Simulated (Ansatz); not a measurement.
BrH2Sb (SMILES [Br][SbH2]) moved off its minimum; all values from Ansatz (a quantum-chemistry and plane-wave program), cores frozen in correlated methods. Elements past Kr take the def2 small-core potentials, without spin–orbit coupling.
(charge 0, multiplicity 1)
```xyz
4

Sb    -0.6077    -0.6151     0.5421
H     -0.2741    -1.9612    -0.4786
H     -2.0190    -0.2690    -0.3989
Br     0.9219     0.9405    -0.7645
```

Forces at B3LYP/def2-TZVPP (eV/Å):

| atom | Fx | Fy | Fz |
|---|---|---|---|
| Sb1 | -0.135 | -0.071 | -0.164 |
| H2 | -0.019 | 0.012 | 0.078 |
| H3 | 0.139 | -0.001 | 0.098 |
| Br4 | 0.015 | 0.060 | -0.012 |

Give the forces (eV/Å), the total energy and the dipole at CCSD(T)/def2-TZVPPD.


```
atom      Fx      Fy      Fz
----  ------  ------  ------
Sb1   -0.094  -0.024  -0.267
H2     0.002   0.029   0.098
H3     0.163   0.020   0.120
Br4   -0.071  -0.025   0.048
```
Energy -2813.2039 hartree, dipole 2.36 D.
